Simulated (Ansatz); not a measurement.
Cost and result for the atomization energy of Ge$_{2}$H$_{8}$N$_{2}$S, SMILES `[NH2][GeH2][S][GeH2][NH2]` (13 atoms, 12 bonds).

```xyz
13

N     0.996   -1.331    0.508
Ge    1.085    0.260    1.448
S     0.611    1.895    0.042
Ge   -1.326    1.033   -0.712
N    -1.142   -0.406   -1.823
H     1.784   -1.475   -0.110
H     0.907   -2.143    1.106
H     0.029    0.128    2.559
H     2.478    0.583    2.025
H    -2.127    0.575    0.516
H    -1.999    2.176   -1.482
H    -0.715   -0.176   -2.711
H    -0.581   -1.119   -1.368
```

The species carries charge 0 and has multiplicity 1. Correlated methods include outer-core shells of Ge, which these sets cover unevenly. Scalar relativity is left out up to krypton. The geometry is a stationary point of PBE0-D4/def2-TZVP. It is one conformer, not always the lowest. Program: Ansatz. All runs use 2 threads of an AMD EPYC 7R13 on a shared host and a share of an NVIDIA H100 80 GB. Times are those of one run each, without the atoms' runs, and a repeat can differ threefold. Electronic energies, without spin–orbit coupling; frozen cores. CCSD(T)/CBS adds CCSD(T) − MP2 in def2-TZVPP to the MP2 limit, and its time is that of the two runs behind it. T1 = 0.011. With those shells the extrapolation isn't a true limit. B3LYP takes the VWN-RPA correlation (the form of Gaussian; ORCA's B3LYP/G).

CCSD(T)/CBS is a level of theory with its own doubt, some kJ/mol a heavy atom from the limit and from the frozen cores, so smaller differences don't rank the functionals.

```json
{"level": "B2PLYP/def2-TZVPP", "functions": "312", "wall time": "3.5 s"}
{"level": "PBE0-D4/def2-TZVPP", "functions": "312", "wall time": "3.6 s"}
{"level": "PBE-D4/def2-TZVPP (with forces)", "functions": "312", "wall time": "4 s"}
{"level": "r2SCAN-D4/def2-TZVPP (with forces)", "functions": "312", "wall time": "4.7 s"}
{"level": "B3LYP-D4/def2-TZVPP (with forces)", "functions": "312", "wall time": "5.5 s"}
{"level": "MP2/def2-QZVPP", "functions": "602", "wall time": "6 s"}
{"level": "ωB97X-V/def2-TZVPP", "functions": "312", "wall time": "6.5 s"}
{"level": "ωB97M-V/def2-TZVPP (with forces)", "functions": "312", "wall time": "7.5 s"}
{"level": "CCSD(T)/def2-TZVPP", "functions": "312", "wall time": "9 s"}
{"level": "CCSD(T)/CBS(def2)", "functions": "–", "wall time": "15 s"}
```

Task: What atomization energy does each give, and how far from CCSD(T)/CBS? (Best estimate.)

Result: Ansatz gave: 
```csv
level,atomization (kcal/mol),difference from CCSD(T)/CBS,per bond
B2PLYP/def2-TZVPP,930.4,-19.5,-1.6
PBE0-D4/def2-TZVPP,938.2,-11.7,-1.0
PBE-D4/def2-TZVPP (with forces),953.8,3.9,0.3
r2SCAN-D4/def2-TZVPP (with forces),942.8,-7.1,-0.6
B3LYP-D4/def2-TZVPP (with forces),943.0,-6.9,-0.6
MP2/def2-QZVPP,941.7,-8.2,-0.7
ωB97X-V/def2-TZVPP,954.6,4.7,0.4
ωB97M-V/def2-TZVPP (with forces),945.2,-4.7,-0.4
CCSD(T)/def2-TZVPP,923.4,-26.5,-2.2
CCSD(T)/CBS(def2),949.9,0.0,0.0
```

The D4 term adds +13.8 kcal/mol with B3LYP and +7.4 kcal/mol with PBE0; it sums over pairs of atoms, weighted by their polarisabilities, and B3LYP, whose exchange is more repulsive, gets the larger term. In def2-TZVPP, CCSD(T) changes the Hartree–Fock value by +286.0 kcal/mol (the triples alone add +16.1 kcal/mol) and MP2 by +289.0 kcal/mol; breaking electron pairs costs correlation energy, which Hartree–Fock lacks. From PBE to PBE0 (25 % exact exchange), in def2-TZVPP and without D4, the atomization energy moves by −14.5 kcal/mol: exact exchange takes away binding that semilocal exchange gives to molecules.
